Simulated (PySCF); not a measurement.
Point-charge models of `C=CC(=O)O[SiH2][SiH3]` against its computed dipole.

Coordinates (GFN2-xTB, Å) and charges (e) from the PBE0/pcSseg-1 density (PySCF):

```
atom       x       y       z  Mulliken      IAO  Hirshfeld  ESP-fitted
  C1   2.932   1.025   0.402   -0.0625  -0.2446    -0.0525     -0.2548
  C2   2.179  -0.063   0.489   -0.2746  -0.1989    -0.0598     -0.3599
  C3   0.741  -0.032   0.145   +0.5857  +0.5196    +0.2132     +0.8346
  O4   0.167   0.963  -0.243   -0.4570  -0.4770    -0.2179     -0.5157
  O5   0.144  -1.190   0.304   -0.5847  -0.5624    -0.1823     -0.4969
 Si6  -1.493  -1.460  -0.011   +0.5441  +0.6757    +0.3231     +0.4612
 Si7  -2.402   0.535  -0.724   +0.1808  +0.3094    +0.1941     +0.1388
  H8   2.499   1.956   0.074   +0.1436  +0.1747    +0.0562     +0.1598
  H9   3.979   1.022   0.650   +0.1331  +0.1658    +0.0627     +0.1806
 H10   2.559  -1.020   0.813   +0.1204  +0.1660    +0.0512     +0.1822
 H11  -1.878  -2.016   1.289   -0.0758  -0.1097    -0.0740     -0.0798
 H12  -1.359  -2.583  -0.944   -0.0756  -0.1096    -0.0738     -0.0796
 H13  -1.854   1.016  -1.991   -0.0413  -0.0853    -0.0710     -0.0298
 H14  -2.385   1.585   0.292   -0.0415  -0.0856    -0.0710     -0.0298
 H15  -3.833   0.271  -0.990   -0.0946  -0.1382    -0.0984     -0.1109
```

Question: What dipole does each set of charges give (1 e·Å = 4.803 D), and what does the density give?

Answer: The full density gives (1.48, -0.94, 0.59) D, 1.85 D in size; dipole vectors point from the negative to the positive end.

```
    scheme    μx     μy    μz  size (D)  share of the full size (%)  angle to the full dipole (°)
  Mulliken  1.08   0.00  0.26      1.11                          60                            32
       IAO  0.43  -1.35  0.45      1.48                          80                            38
 Hirshfeld  1.44  -0.81  0.54      1.74                          94                             3
ESP-fitted  1.44  -0.96  0.59      1.83                          99                             1
```

Question: Which set comes closest?

Answer: Length of the difference vector: ESP-fitted 0.04 D, Hirshfeld 0.15 D, Mulliken 1.08 D, IAO 1.13 D. Closest: ESP-fitted. ESP charges are fitted to the potential around the molecule, whose slowest-falling term is the dipole's. 

Question: What is left for the Hirshfeld atoms' own dipoles?

Answer: The shares of the density sum to the whole, so what Σ q r misses lies in dipoles about the nuclei. The atomic dipoles sum to (1.48, -0.94, 0.59) − (1.44, -0.81, 0.54) = (0.04, -0.13, 0.05) D, 0.15 D in size.

Question: With the origin at the mean of the coordinates, (0.000, 0.001, -0.030) Å, which are the largest single terms, by size, of the IAO dipole along the direction of the full one?

Answer: Si7 -3.58, H15 +2.33, C1 -2.30, H9 +2.29, H10 +2.26 D; all 15 atoms together +1.17 D. The single terms depend on the origin, their sum doesn't.

Question: Give the size of the full dipole in other units.

Answer: 1.85 D = 0.728 au = 0.385 e·Å = 6.17 × 10⁻³⁰ C·m.

Geometry: GFN2-xTB, one conformer, isolated molecule.

These values come from a run that also computed NMR shieldings. The run took 21 s wall on one thread, Arm Neoverse V1 (aarch64), shared host with 64 logical CPUs at a one-minute load of 12, and the process peaked at 0.78 GiB of memory.

The values belong to the conformer `[CH2:1]=[CH:2][C:3](=[O:4])[O:5][SiH2:6][SiH3:7]`: C1–C2–C3–O4 1°, C2–C3–O5–Si6 180°, C3–O5–Si6–Si7 0°.
